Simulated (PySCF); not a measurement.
Input for PySCF: D3(BJ) and D4 dispersion corrections on F3Si (SMILES F[Si](F)F).

```python
from pyscf import gto
from pyscf.dispersion import dftd3, dftd4

mol = gto.M(
    atom='''
    Si   -0.00006040    0.00000000   -0.42646008
    F     1.48312101    0.00000000    0.14184121
    F    -0.74148031    1.28438726    0.14225944
    F    -0.74148031   -1.28438726    0.14225944
    ''',
    basis='def2-svp',
    charge=0, spin=1, verbose=0, max_memory=1800)
d3, d4 = {}, {}
for xc in ['hf', 'pbe', 'blyp', 'revpbe', 'tpss', 'r2scan', 'b3lyp', 'pbe0', 'bhlyp', 'camb3lyp', 'b2plyp']:
    d3[xc] = float(dftd3.DFTD3Dispersion(mol, xc=xc, version='d3bj', atm=False).get_dispersion()['energy'])
    print(f'D3(BJ) {xc:10s} {d3[xc]:14.8f} Eh')
for xc in ['hf', 'pbe', 'blyp', 'revpbe', 'tpss', 'r2scan', 'b3lyp', 'pbe0', 'bhlyp', 'camb3lyp', 'b2plyp']:
    d4[xc] = float(dftd4.DFTD4Dispersion(mol, xc={'camb3lyp': 'cam-b3lyp'}.get(xc, xc), atm=True).get_dispersion()['energy'])
    print(f'D4     {xc:10s} {d4[xc]:14.8f} Eh')
```

The log:

```
D3(BJ) hf            -0.01798752 Eh
D3(BJ) pbe           -0.00172040 Eh
D3(BJ) blyp          -0.00387461 Eh
D3(BJ) revpbe        -0.00445371 Eh
D3(BJ) tpss          -0.00217845 Eh
D3(BJ) r2scan        -0.00042574 Eh
D3(BJ) b3lyp         -0.00317787 Eh
D3(BJ) pbe0          -0.00147803 Eh
D3(BJ) bhlyp         -0.00259041 Eh
D3(BJ) camb3lyp      -0.00134337 Eh
D3(BJ) b2plyp        -0.00149927 Eh
D4     hf            -0.00861605 Eh
D4     pbe           -0.00217900 Eh
D4     blyp          -0.00500502 Eh
D4     revpbe        -0.00727247 Eh
D4     tpss          -0.00295654 Eh
D4     r2scan        -0.00047917 Eh
D4     b3lyp         -0.00356650 Eh
D4     pbe0          -0.00179252 Eh
D4     bhlyp         -0.00262435 Eh
D4     camb3lyp      -0.00179370 Eh
D4     b2plyp        -0.00149452 Eh
```

The run finished.

Cost: about 0.04 core-seconds (a rough figure).
